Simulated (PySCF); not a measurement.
A calculated (r2SCAN, PySCF 2.14, x2c-TZVPPall with one added diffuse shell each of s, p, d type, scalar relativity by spin-free X2C-1e) atom or ion has these occupied shells.

```json
{"shell": "1s β", "electrons": "1", "orbital energy (eV)": "-3963.1", "rms radius, mean of both spins (bohr)": "0.0889"}
{"shell": "1s α", "electrons": "1", "orbital energy (eV)": "-3963.1", "rms radius, mean of both spins (bohr)": "0.0889"}
{"shell": "2s α", "electrons": "1", "orbital energy (eV)": "-417.79", "rms radius, mean of both spins (bohr)": "0.395"}
{"shell": "2s β", "electrons": "1", "orbital energy (eV)": "-417.66", "rms radius, mean of both spins (bohr)": "0.395"}
{"shell": "2p α", "electrons": "3", "orbital energy (eV)": "-335.92", "rms radius, mean of both spins (bohr)": "0.364"}
{"shell": "2p β", "electrons": "3", "orbital energy (eV)": "-335.82", "rms radius, mean of both spins (bohr)": "0.364"}
{"shell": "3s α", "electrons": "1", "orbital energy (eV)": "-46.066", "rms radius, mean of both spins (bohr)": "1.26"}
{"shell": "3s β", "electrons": "1", "orbital energy (eV)": "-45.418", "rms radius, mean of both spins (bohr)": "1.26"}
{"shell": "3p α", "electrons": "3", "orbital energy (eV)": "-26.369", "rms radius, mean of both spins (bohr)": "1.41"}
{"shell": "3p β", "electrons": "3", "orbital energy (eV)": "-25.637", "rms radius, mean of both spins (bohr)": "1.41"}
{"shell": "3d α", "electrons": "2", "orbital energy (eV)": "-1.045", "rms radius, mean of both spins (bohr)": "4.87"}
```

Task: Name the element and its charge.

Result: Ca (calcium, neutral), in [Ar] 3d2, high-spin 3F determinant (an excited configuration).
